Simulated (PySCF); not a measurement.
From one molecule to another.

First species: C11H12F2.
InChI=1S/C11H12F2/c1-5-10(6-9(4)12)7-11(13)8(2)3/h1,6-8H,4H2,2-3H3/b10-6-,11-7-

Second species: H₁₀O₂Si₄.
SMILES with atom numbers: `[SiH3:1][O:2][SiH2:3][SiH2:4][O:5][SiH3:6]` (hydrogens: H7, H8, H9 on Si1; H10, H11 on Si3; H12, H13 on Si4; H14, H15, H16 on Si6)

Structure used (PBE0-D3(BJ)/def2-SVP), in Å, numbered top down from 1:
```xyz
16
H10O2Si4 angstrom
Si     3.7998   -0.3912    0.6272
O      2.3024   -0.4999   -0.0700
Si     0.9673    0.2625   -0.7073
Si    -0.8781   -0.4359    0.5554
O     -2.2283    0.3298   -0.0514
Si    -3.8665    0.5107    0.1343
H      4.4206   -1.7457    0.6231
H      3.6824    0.0912    2.0366
H      4.6669    0.5576   -0.1361
H      1.1292    1.7507   -0.6416
H      0.8179   -0.1216   -2.1439
H     -1.0453   -1.9222    0.4729
H     -0.6897   -0.0861    2.0004
H     -4.3339    1.5420   -0.8333
H     -4.1869    0.9489    1.5271
H     -4.5653   -0.7820   -0.1375
```

Levels: PBE0/def2-SVPD for dipole moment, HOMO energy, LUMO energy, HOMO–LUMO gap, static isotropic polarisability and electronic spatial extent ⟨r²⟩ about the centre of nuclear charge; TDDFT PBE0/def2-SVPD for lowest singlet excitation; TDA PBE0/def2-SVPD for lowest triplet excitation (Tamm–Dancoff); PBE0-D3(BJ)/def2-SVP for rotational constant A and rotational constant C. Geometries: PBE0-D3(BJ)/def2-SVP. All species are isolated and taken at one optimised geometry, non-relativistic unless stated. Electronic properties by PySCF.

Dipoles, sizes and rotational constants follow the conformer. The torsions of the flexible species, by atom-mapped SMILES:
- `[CH:1]#[C:2][C:3](/[CH:4]=[C:5](\[F:6])[CH:7]([CH3:8])[CH3:9])=[CH:10]/[C:11](=[CH2:12])[F:13]`: C2–C3–C4–C5 -6°, C4–C5–C7–C8 116°, C3–C10–C11–C12 180°
- `[SiH3:1][O:2][SiH2:3][SiH2:4][O:5][SiH3:6]`: Si1–O2–Si3–Si4 -121°, O2–Si3–Si4–O5 179°, Si3–Si4–O5–Si6 -179°

Values for the first species:

```
Dipole moment                                                     : 0.55 D
HOMO energy                                                       : -6.17 eV
LUMO energy                                                       : -1.95 eV
HOMO–LUMO gap                                                     : 4.22 eV
Lowest singlet excitation                                         : 4.12 eV
Lowest triplet excitation (Tamm–Dancoff)                          : 2.10 eV
Static isotropic polarisability                                   : 160.0 au
Electronic spatial extent ⟨r²⟩ about the centre of nuclear charge : 3214 bohr²
Rotational constant A                                             : 1.125 GHz
Rotational constant C                                             : 0.342 GHz
```

Question: Estimate the same properties for the second species, and the change in each.

Answer: 
```json
{"property": "dipole moment", "first": "0.55 D", "second": "0.29 D", "second less first": "-0.26 D"}
{"property": "HOMO energy", "first": "-6.17 eV", "second": "-7.74 eV", "second less first": "-1.57 eV"}
{"property": "LUMO energy", "first": "-1.95 eV", "second": "-0.95 eV", "second less first": "+1.00 eV"}
{"property": "HOMO–LUMO gap", "first": "4.22 eV", "second": "6.79 eV", "second less first": "+2.57 eV"}
{"property": "lowest singlet excitation", "first": "4.12 eV", "second": "5.52 eV", "second less first": "+1.40 eV"}
{"property": "lowest triplet excitation (Tamm–Dancoff)", "first": "2.10 eV", "second": "4.98 eV", "second less first": "+2.88 eV"}
{"property": "static isotropic polarisability", "first": "160.0 au", "second": "116.7 au", "second less first": "-43.3 au"}
{"property": "electronic spatial extent ⟨r²⟩ about the centre of nuclear charge", "first": "3214 bohr²", "second": "2626 bohr²", "second less first": "-588 bohr²"}
{"property": "rotational constant A", "first": "1.125 GHz", "second": "6.734 GHz", "second less first": "+5.609 GHz"}
{"property": "rotational constant C", "first": "0.342 GHz", "second": "0.414 GHz", "second less first": "+0.072 GHz"}
```

On the first: In atomic units the dipole is 0.22 e·bohr (1 au = 2.5417 D). No computed singlet falls in the visible range (750 to 380 nm, 1.65 to 3.26 eV); S1 lies 0.86 eV above its blue end.

On the second: S1 lies 1.27 eV below the HOMO–LUMO gap; its leading configuration is HOMO→LUMO, weight 0.98. The dipole matches unit charges of opposite sign 0.06 Å apart (1 e·Å = 4.8032 D).
